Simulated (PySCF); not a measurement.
# Correlation energy of Se(3+) (selenium, charge +3)

[Ar] 3d10 4s2 4p1, 2P determinant. Calculation: PySCF 2.14, in def2-SVP (5s4p3d, 32 functions); the non-relativistic Hamiltonian (point nucleus). Frozen: [Ar] 3d10; 3 electrons correlated.

MP2 pair energies summed by pair of shells (mhartree):

```
 pair  energy  share (%)
4s-4s  -21.23       58.2
4s-4p  -15.27       41.8
```

Total MP2 correlation energy: -36.50 mhartree.

Same-spin part -2.16 and opposite-spin part -34.33 mhartree; SCS-MP2 scales them by 1/3 and 6/5 to -41.92 mhartree.

| level | correlation energy (mhartree) |
| --- | --- |
| CCSD | -53.06 |
| (T) | -0.45 |
| CCSD(T) | -53.51 |

Diagnostics: T1 = 0.0076, D1 = 0.0182, largest double amplitude 0.100.

Cost of the coupled-cluster step: 0.1 s of wall time on 1 thread of Intel(R) Xeon(R) CPU @ 2.60GHz (shared host), for 3 correlated electrons.
